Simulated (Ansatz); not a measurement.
**Question.** Name a neutral molecule of C, Ge, O and H with LUMO energy (B3LYP/def2-TZVPP) between -1.15 and -0.85 eV and size of the dipole moment (B3LYP/def2-TZVPP) between 2.85 and 3.15 D (Ansatz, PBE0-D4/def2-TZVP geometry).

**Answer.** `O=C[CH2][GeH3]` (-1.12 eV, 2.89 D). Other molecules can fit too; these were computed, each in one conformer that needn't be the lowest.

B3LYP here is the variant with VWN-RPA as its local correlation; programs differ in this.
